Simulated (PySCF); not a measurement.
Running PySCF for Si²⁺

File input.py (PySCF 2.14):

```python
from pyscf import gto, scf, cc

mol = gto.M(
    atom='Si 0 0 0',
    basis='cc-pvqz',
    charge=2,
    spin=0,
    symmetry=True,
    verbose=4,
)
mf = scf.RHF(mol)
mf.kernel()
mycc = cc.CCSD(mf, frozen=5)
mycc.kernel()
mycc.ccsd_t()
mf.dip_moment()
print('orbital energies (hartree):', mf.mo_energy[..., max(0, mol.nelec[1]-3):mol.nelec[0]+3].round(4))
```

```bash
$ python input.py
```

Output (some set-up lines and the per-cycle HOMO/LUMO lines with their warnings removed):

```
PySCF version 2.14.0

[INPUT] verbose = 4
[INPUT] num. atoms = 1
[INPUT] num. electrons = 12
[INPUT] charge = 2
[INPUT] spin (= nelec alpha-beta = 2S) = 0
[INPUT] symmetry True subgroup None
[INPUT] Mole.unit = angstrom
[INPUT] Symbol           X                Y                Z      unit          X                Y                Z       unit  Magmom
[INPUT]  1 Si     0.000000000000   0.000000000000   0.000000000000 AA    0.000000000000   0.000000000000   0.000000000000 Bohr   0.0

nuclear repulsion = 0
point group symmetry = SO3
symmetry origin: [0. 0. 0.]
symmetry axis x: [1. 0. 0.]
symmetry axis y: [0. 1. 0.]
symmetry axis z: [0. 0. 1.]
num. orbitals of irrep s+0 = 6
num. orbitals of irrep p-1 = 5
num. orbitals of irrep p+0 = 5
num. orbitals of irrep p+1 = 5
num. orbitals of irrep d-2 = 3
num. orbitals of irrep d-1 = 3
num. orbitals of irrep d+0 = 3
num. orbitals of irrep d+1 = 3
num. orbitals of irrep d+2 = 3
num. orbitals of irrep f-3 = 2
num. orbitals of irrep f-2 = 2
num. orbitals of irrep f-1 = 2
num. orbitals of irrep f+0 = 2
num. orbitals of irrep f+1 = 2
num. orbitals of irrep f+2 = 2
num. orbitals of irrep f+3 = 2
num. orbitals of irrep g-4 = 1
num. orbitals of irrep g-3 = 1
num. orbitals of irrep g-2 = 1
num. orbitals of irrep g-1 = 1
num. orbitals of irrep g+0 = 1
num. orbitals of irrep g+1 = 1
num. orbitals of irrep g+2 = 1
num. orbitals of irrep g+3 = 1
num. orbitals of irrep g+4 = 1
number of shells = 14
number of NR pGTOs = 87
number of NR cGTOs = 59
basis = cc-pvqz
ecp = {}

******** <class 'pyscf.scf.hf_symm.SymAdaptedRHF'> ********
method = SymAdaptedRHF
initial guess = minao
damping factor = 0
level_shift factor = 0
DIIS = <class 'pyscf.scf.diis.CDIIS'>
diis_start_cycle = 1
diis_space = 8
diis_damp = 0
SCF conv_tol = 1e-09
SCF conv_tol_grad = None
SCF max_cycles = 50
direct_scf = True
direct_scf_tol = 1e-13
Freeze 0 electrons in irreps []
    12 free electrons in irreps s+0 p-1 p+0 p+1 d-2 d-1 d+0 d+1 d+2 f-3 f-2 f-1 f+0 f+1 f+2 f+3 g-4 g-3 g-2 g-1 g+0 g+1 g+2 g+3 g+4
Set gradient conv threshold to 3.16228e-05
Initial guess from minao.
init E= -288.603624175069
cycle= 1 E= -287.962218331672  delta_E= 0.641  |g|= 0.254  |ddm|= 0.667
cycle= 2 E= -287.994164642786  delta_E= -0.0319  |g|= 0.0567  |ddm|= 0.734
cycle= 3 E= -287.995485698301  delta_E= -0.00132  |g|= 0.009  |ddm|= 0.226
cycle= 4 E= -287.99552598846  delta_E= -4.03e-05  |g|= 0.000533  |ddm|= 0.0367
cycle= 5 E= -287.995526030343  delta_E= -4.19e-08  |g|= 9.49e-06  |ddm|= 0.00198
cycle= 6 E= -287.995526030368  delta_E= -2.51e-11  |g|= 3.73e-07  |ddm|= 3.14e-05
Extra cycle  E= -287.995526030368  delta_E= -3.41e-13  |g|= 7.1e-08  |ddm|= 1.96e-06
converged SCF energy = -287.995526030368

******** <class 'pyscf.cc.ccsd.CCSD'> ********
CC2 = 0
CCSD nocc = 1, nmo = 54
frozen orbitals 5
max_cycle = 50
direct = 0
conv_tol = 1e-07
conv_tol_normt = 1e-05
diis_space = 6
diis_start_cycle = 0
diis_start_energy_diff = 1e+09
Init t2, MP2 energy = -288.028703107817  E_corr(MP2) -0.0331770774483911
Init E_corr(CCSD) = -0.033177077448393
cycle = 1  E_corr(CCSD) = -0.0401093388721912  dE = -0.00693226142  norm(t1,t2) = 0.0452141
cycle = 2  E_corr(CCSD) = -0.0430737589480007  dE = -0.00296442008  norm(t1,t2) = 0.0208425
cycle = 3  E_corr(CCSD) = -0.045509488373902  dE = -0.00243572943  norm(t1,t2) = 0.00980723
cycle = 4  E_corr(CCSD) = -0.0454924867591665  dE = 1.70016147e-05  norm(t1,t2) = 0.000459644
cycle = 5  E_corr(CCSD) = -0.0455003163432215  dE = -7.82958405e-06  norm(t1,t2) = 3.19457e-05
cycle = 6  E_corr(CCSD) = -0.0454978231324407  dE = 2.49321078e-06  norm(t1,t2) = 7.9148e-06
cycle = 7  E_corr(CCSD) = -0.0454982097529176  dE = -3.86620477e-07  norm(t1,t2) = 1.58843e-06
cycle = 8  E_corr(CCSD) = -0.0454982139008449  dE = -4.14792732e-09  norm(t1,t2) = 8.54921e-08
CCSD converged
E(CCSD) = -288.041024244269  E_corr = -0.04549821390084489
CCSD(T) correction = -9.32026400559182e-20

WARN: System has nonzero charge 2; the dipole moment is origin-dependent.
Location of origin: [0. 0. 0.]

Dipole moment(X, Y, Z, Debye):  0.00000,  0.00000,  0.00000
orbital energies (hartree): [-5.0414 -5.0414 -1.182  -0.5693 -0.5693 -0.5693]
```

In short: E(SCF) = -287.995526 Eh, 6 cycles, E(CCSD) − E(SCF) = -0.04550 Eh, (T) = 0.00000 Eh.

Wall time 1.8 s on one thread of a shared host.
